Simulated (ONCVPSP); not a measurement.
**vanadium (V): ONCV pseudisation with PW91, fully relativistic reference atom.**

ONCVPSP 4.0.1 input, shortened (lines: element, Z, core and valence counts, functional; n l f; lmax; l rc ep ncon nbas qcut; lloc lpopt rc5 dvloc0; l nproj debl; icmod fcfact rcfact), PW91, fully relativistic:

```
  V 23.00    5    2  -109134      upf
    1    0    2.00
    2    0    2.00
    2    1    6.00
    3    0    2.00
    3    1    6.00
    3    2    3.00
    4    0    2.00
    2
    0    2.70    0.00    5    9    2.30
    1    2.35    0.19    4    7    3.80
    2    1.30    0.00    3    8    9.60
    4    4    1.30    4.50
    0    3    2.50
    1    2    0.80
    2    2    2.50
    3    4.00    1.20
```

Open shells are filled in proportion to 2j + 1.

Poles of the logarithmic derivatives, all-electron (AE) and pseudo (PS). s: poles at 0.8, 4.7 (AE) and 0.8, 4.7 (PS) Ha. p3/2: poles at -1.6, 2.0 (AE) and -1.0, 2.1 (PS) Ha. p1/2: poles at -1.6, 2.0 (AE) and -1.1, 2.0 (PS) Ha. d5/2: poles at 1.3 (AE) and 1.3 (PS) Ha. d3/2: poles at 1.3 (AE) and 1.3 (PS) Ha. Test radii: s 2.74, p3/2 2.38, p1/2 2.38, d5/2 1.32, d3/2 1.32 bohr.

* Cutoffs needed: 40 Ha and 47 Ha (the cutoffs (Ha) at which the residual kinetic energy of the hardest occupied pseudo-wave falls to 1 and 0.1 mHa per electron)
* Ghost test: ghosts flagged at negative energy: p3/2 at -27.8 eV, p1/2 at -29.8 eV; GHOST(+) flagged for s at 181.4 eV; a true bound ghost makes a file unfit for plane-wave use
* Largest excitation error: +56 meV (all-electron minus pseudo) for 3d3 4s0, out of 4 test configurations
* rms error of d²Exc/dni dnj: 20.02 mHa without and 14.20 mHa with the model core
